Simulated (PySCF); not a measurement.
# Core binding energy against partial charge

Compound: C5H15NSi2.
Bonds: C1–N2, N2–Si3, Si3–Si4, N2–C5, C5–C6, C6–C7, C7–C8, C5–C8. Hydrogens: H9, H10, H11 on C1; H12, H13 on Si3; H14, H15, H16 on Si4; H17 on C5; H18, H19 on C6; H20, H21 on C7; H22, H23 on C8.

Binding energies: delta-SCF UKS SCAN, pcX-2 on the ionised atom, pcseg-1 elsewhere, spin-free X2C in PySCF. Charges: PBE0/pcSseg-1 ground-state density, for the ionised atom.

```tsv
atom	environment	C 1s (eV)	Mulliken (e)	IAO (e)	Hirshfeld (e)	ESP (e)
C6	four-membered-ring carbon	290.16	-0.175	-0.280	-0.080	-0.190
C7	four-membered-ring carbon	290.45	-0.229	-0.256	-0.069	-0.161
C5	sp3 carbon bound to nitrogen	291.14	-0.024	+0.002	+0.020	+0.334
C1	N-methyl carbon	291.37	-0.077	-0.283	-0.066	-0.139
```

Problem. How well does each charge scheme correlate with the binding energies over these sites?

Solution. Mulliken: r = 0.82, slope 5.0 eV per e; Hirshfeld: r = 0.51, slope 6.2 eV per e; ESP: r = 0.49, slope 1.1 eV per e; IAO: r = 0.39, slope 1.6 eV per e. Mulliken charges have the highest r, on only 4 points.

Problem. The point-charge model writes a binding energy as kq + V + constant, with V the potential of the other atoms' charges at the site. What does it give with the ESP charges?

Solution. V = Σ 14.40 eV Å × q/r over all other atoms: +2.37 eV at C6, +1.37 eV at C7, -5.17 eV at C5, +1.05 eV at C1. Fitting binding energy − V to q gives k = 14.8 eV per e and leaves an rms residual of 0.63 eV, against 0.43 eV for the fit on q alone. The model has no term for differences in relaxation between sites.

One conformer (not necessarily the lowest) at the PBE0-D3(BJ)/def2-SVP geometry, without solvent, vibrations or thermal averaging.

The values belong to the conformer `[CH3:1][N:2]([SiH2:3][SiH3:4])[CH:5]1[CH2:6][CH2:7][CH2:8]1`: C1–N2–Si3–Si4 -19°, C1–N2–C5–C6 -72°.
